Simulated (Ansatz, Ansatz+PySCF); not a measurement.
```xyz
4

N    -0.3918   -0.0708    0.1889
F     0.2454   -1.1580   -0.1798
F     0.4891    0.5572    0.9330
F    -0.4241    0.6468   -0.9103
```

Basis set: def2-SVP (spherical functions). Frozen core: 4 orbitals. Charge 0, multiplicity 3.

Computed with Ansatz (development build ahead of 0.2.0); each method stands on the lowest determinant of its kind that the runs found.

**Question.** Give the atomization energy at this shape (free ground-state atoms in the same class of orbitals less the molecule, no zero-point energy) of triplet NF₃ by UHF-CCSD(T), UHF-MP2, UHF.

**Answer.**

| method | atomization energy |
| --- | --- |
| UHF-CCSD(T) | -0.88 eV |
| UHF-MP2 | -0.36 eV |
| UHF | -6.19 eV |

Caution: another spin multiplicity may lie lower; the determinant breaks the point group. Caution for UHF: the molecule lies well above its atoms at this level.
